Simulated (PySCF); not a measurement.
**Assigning NMR signals**

Atom-mapped SMILES (the numbers label the heavy atoms): `[CH3:1][C:2]([CH3:3])([CH3:4])[C@@H:5]1[NH:6][CH2:7][C@H:8]1[F:9]` (H(Xn): hydrogen on atom n). Ha(C7) is cis to C2 on the ring; Hb(C7) is trans to C2 on the ring.

Theoretical values (PySCF 2.14.0 with density-fitted response routines): geometry from GFN2-xTB, shieldings: GIAO PBE0/pcSseg-1. Non-relativistic, one averaged value for each set of equivalent atoms, single conformer, in vacuum.

δ = σ(ref) − σ, references computed at the same level: 13C, 1H vs TMS.

(1) Assign these signals to the numbered atoms. 13C{1H} NMR (computed): δ 89.7, 78.6, 53.4, 35.1, 25.6.

(2) Assign these signals to the numbered atoms. 1H NMR (600 MHz, computed): δ 5.08 (m, 1H), 3.83 (m, 1H), 3.72 (m, 1H), 3.69 (m, 1H), 0.94 (s, 9H), 0.71 (br s, 1H).

Answers

(1) 
```tsv
δ (ppm)	atoms	environment	reason
89.7	C8	sp3 CH bonded to F	pulled downfield by the heteroatom
78.6	C5	sp3 CH bonded to N	the inductive effect lowers its shielding
53.4	C7	sp3 CH2 bonded to N	the inductive effect lowers its shielding
35.1	C2	quaternary sp3 carbon	saturated and bonded to C and H only
25.6	C1/C3/C4	methyl carbon	saturated and bonded to C and H only
```

(2) 
| δ (ppm) | atoms | environment | reason |
| --- | --- | --- | --- |
| 5.08 | H(C8) | hydrogen on an sp3 CH bonded to F | its carbon carries F, an electronegative neighbour |
| 3.83 | Hb(C7) | hydrogen on an sp3 CH2 bonded to N | its carbon carries N, an electronegative neighbour |
| 3.72 | Ha(C7) | hydrogen on an sp3 CH2 bonded to N | – |
| 3.69 | H(C5) | hydrogen on an sp3 CH bonded to N | its carbon carries N, an electronegative neighbour |
| 0.94 | H(C1)/H(C3)/H(C4) | hydrogen on a methyl carbon | far from electronegative atoms and π systems |
| 0.71 | H(N6) | hydrogen on an amine nitrogen | exchangeable; this is the value without hydrogen bonding to other molecules |

Hb(C7) and Ha(C7); Ha(C7) and H(C5) lie closer than the usual error of such a calculation, so a measured spectrum could show them in the other order.

OH/NH shifts are gas-phase values; hydrogen bonding in solution moves them, usually downfield. Splittings by 19F in the carbon and heteronuclear signals aren't shown, as no couplings were computed. Shifts are as computed. Against solution values, carbons near 30 ppm lie about +3 ppm off and those near 130 ppm about +5 ppm. Of 1211 compounds with measured shifts, 218 miss one by over three times the rms of a fit or turn the order of signals round; such compounds aren't used in these exercises. Multiplicities follow the n + 1 count of equivalent neighbours, as no J values were calculated; m marks all less simple cases, F and P coupling included.
